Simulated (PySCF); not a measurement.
Computed shifts of a molecule C4H12Si2, KT2/pcSseg-1 (PySCF), GIAO, gas phase, atoms alike by connectivity averaged where their shifts nearly agree, in ppm (number of nuclei): ¹³C: 140.3 (1), 128.9 (1), 29.6 (1), -7.7 (1). ²⁹Si: -62.1 (1), -71.2 (1). ¹H: 5.96 (2), 4.61 (1), 4.47 (1), 4.39 (1), 4.22 (1), 2.26 (3), 0.56 (3). References: ¹³C against TMS (σ = 185.1 ppm); ²⁹Si against TMS (σ = 361.9 ppm); ¹H against TMS (σ = 31.47 ppm), references at their B3LYP-D3(BJ)/def2-TZVP geometries, non-relativistic. Geometry: PBE0-D3(BJ)/def2-SVP. Other conformers were not sampled.

Which structure fits?
A. C=C(CC)[SiH2][SiH3]
B. C=C(C)[SiH2][SiH2]C
C. C=C([SiH3])[C@@H](C)[SiH3]
D. C[Si@H]1CC[SiH2]C1

B, C=C(C)[SiH2][SiH2]C
